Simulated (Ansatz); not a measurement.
Consider the cleavage of the Si–Al bond: `CO[SiH2][AlH2]` + `[SiH3]S` → `CO[SiH2]S[SiH3]` + `[AlH3]`.

Isolated molecules relaxed with PBE0-D4/def2-TZVP in Ansatz; ΔE leaves out vibrations. CBS: MP2 limit from def2 TZ/QZ plus the TZ coupled-cluster correction, frozen cores. This one scheme is used for every species. DFT in def2-TZVPP. B3LYP here is the variant with VWN-RPA as its local correlation; programs differ in this. Each species was taken in one conformer, which may not be the lowest.

`CO[SiH2][AlH2]`:

Z-matrix (Å, degrees):
```
C
O 1 1.409
H 1 1.092 2 108.4
H 1 1.097 2 111.4 3 -119.4
H 1 1.097 2 111.4 3 119.4
Si 2 1.654 1 121.6 3 -179.6
Al 6 2.459 2 108.9 1 179.9
H 6 1.500 2 109.6 1 -57.1
H 6 1.500 2 109.5 1 56.9
H 7 1.588 6 122.1 2 -0.1
H 7 1.591 6 118.8 2 180.0
```

`[SiH3]S`:

Z-matrix (Å, degrees):
```
Si
S 1 2.137
H 1 1.485 2 111.6
H 1 1.485 2 111.6 3 -122.0
H 1 1.482 2 104.8 3 119.0
H 2 1.344 1 94.7 3 60.9
```

`CO[SiH2]S[SiH3]`:

Cartesian coordinates in Å:
```
C 0.849 1.458 -1.235
O 0.001 1.918 -0.206
Si -0.874 0.936 0.762
S 0.344 -0.442 1.853
Si 0.005 -2.159 0.628
H 1.664 0.849 -0.832
H 0.296 0.863 -1.972
H 1.274 2.328 -1.737
H -1.835 0.129 -0.041
H -1.556 1.825 1.723
H 0.936 -3.206 1.113
H 0.291 -1.860 -0.799
H -1.395 -2.638 0.744
```

`[AlH3]`:

Cartesian coordinates in Å:
```
Al 0.000 0.000 0.000
H 0.487 -1.402 0.558
H -1.497 0.469 0.231
H 1.010 0.933 -0.789
```

Q: Is it downhill or uphill in electronic energy at CCSD(T)/CBS, and by how much? (Estimate.)

A: Computed: Downhill: ΔE = -19.9 kcal/mol.

Q: What do these levels give: LDA (SPW92), revPBE-D4, BLYP-D4, r2SCAN-D4, B97M-V, PBE, B3LYP, HF/def2-TZVPP, MP2/def2-TZVPP, CCSD/def2-TZVPP, SCS-MP2/def2-QZVPP, CCSD/CBS(def2)? (Estimate.)

A: The calculation gave: LDA (SPW92) -17.3, revPBE-D4 -18.3, BLYP-D4 -18.9, r2SCAN-D4 -19.5, B97M-V -21.7, PBE -15.3, B3LYP -16.5, HF/def2-TZVPP -18.7, MP2/def2-TZVPP -22.2, CCSD/def2-TZVPP -18.4, SCS-MP2/def2-QZVPP -21.5, CCSD/CBS(def2) -19.4 kcal/mol.

Q: What do rigid-rotor, harmonic-oscillator terms from PBE0-D4/def2-TZVP frequencies (298.15 K, 1 bar) make of the CCSD(T)/CBS value? (An estimate is asked.)

A: Computed: ΔZPE = -0.1 kcal/mol, ΔH = -20.1 kcal/mol, ΔS = -35 J/(mol·K), ΔG = -17.6 kcal/mol. Modes under 50 cm⁻¹ make the entropy rough.

Largest T1 diagnostic among the species: 0.012.

From PBE to PBE0 (25 % exact exchange), in def2-TZVPP and without D4, ΔE moves by −1.2 kcal/mol. The D4 term adds −3.0 kcal/mol with B3LYP and −1.7 kcal/mol with PBE0; it sums over pairs of atoms, weighted by their polarisabilities, and B3LYP, whose exchange is more repulsive, gets the larger term. At CCSD(T), def2-SVP lies +1.8 kcal/mol from the extrapolated value and def2-TZVPP +0.9 kcal/mol.
